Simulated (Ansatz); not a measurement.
Consider the substitution at a C–F bond: `CC(=O)F` + `[OH][GeH3]` → `CC(=O)[O][GeH3]` + H–F.

Gas-phase electronic energies from Ansatz, PBE0-D4/def2-TZVP geometries. CCSD(T)/CBS adds triple-zeta CCSD(T) − MP2 to the extrapolated MP2 energy (def2 sets, frozen cores). This one scheme is used for every species. Functionals use def2-TZVPP. HSE06 is defined as in plane-wave codes. For Ge outer-core shells are correlated without core-valence functions, which leaves a few kJ/mol of doubt a bond. Scalar relativity is left out up to krypton.

`CC(=O)F`:

```xyz
7

C    -0.384   -0.063    0.530
C     0.510    0.201   -0.629
O     1.139    1.166   -0.882
F     0.547   -0.871   -1.452
H    -0.432    0.815    1.169
H    -1.379   -0.329    0.171
H    -0.002   -0.918    1.092
```

`[OH][GeH3]`:

Cartesian coordinates in Å:
```
O -0.866 0.465 -0.958
Ge 0.364 -0.197 0.151
H -1.602 0.869 -0.494
H 1.431 -0.784 -0.776
H -0.266 -1.282 1.045
H 0.938 0.930 1.031
```

`CC(=O)[O][GeH3]`:

```xyz
11

C    -1.398    0.701   -1.236
C    -0.189    0.493   -0.378
O     0.706    1.295   -0.243
O    -0.184   -0.681    0.242
Ge    1.300   -0.924    1.293
H    -1.346    1.670   -1.725
H    -1.461   -0.095   -1.981
H    -2.298    0.638   -0.621
H     1.313    0.136    2.394
H     1.010   -2.324    1.848
H     2.547   -0.908    0.409
```

H–F:

```xyz
2

F    -0.032    0.073    0.453
H     0.032   -0.073   -0.453
```

**Question.** Is it downhill or uphill in electronic energy at CCSD(T)/CBS, and by how much? (Estimate.)

**Answer.** The calculation gave: Downhill: ΔE = -10.1 kcal/mol.

**Question.** What do these levels give: LDA (SPW92), HSE06-D4, CAM-B3LYP-D4, RPA@PBE/def2-TZVPP, SCS-MP2/def2-TZVPP, HF/CBS(def2)? (An estimate is asked.)

**Answer.** Computed: LDA (SPW92) -9.1, HSE06-D4 -8.6, CAM-B3LYP-D4 -7.6, RPA@PBE/def2-TZVPP -9.0, SCS-MP2/def2-TZVPP -9.0, HF/CBS(def2) -6.1 kcal/mol.

**Question.** What do rigid-rotor, harmonic-oscillator terms from PBE0-D4/def2-TZVP frequencies (298.15 K, 1 bar) make of the CCSD(T)/CBS value? (Estimate.)

**Answer.** Computed: ΔZPE = -0.6 kcal/mol, ΔH = -10.0 kcal/mol, ΔS = -30 J/(mol·K), ΔG = -7.9 kcal/mol.

Largest T1 diagnostic among the species: 0.014.

The D4 term adds −2.3 kcal/mol with B3LYP and −1.3 kcal/mol with PBE0; it sums over pairs of atoms, weighted by their polarisabilities, and B3LYP, whose exchange is more repulsive, gets the larger term. In def2-TZVPP, CCSD(T) changes the Hartree–Fock value by −3.4 kcal/mol (the triples alone add −0.6 kcal/mol) and MP2 by −4.3 kcal/mol.

B3LYP here is the variant with VWN-RPA as its local correlation; programs differ in this.
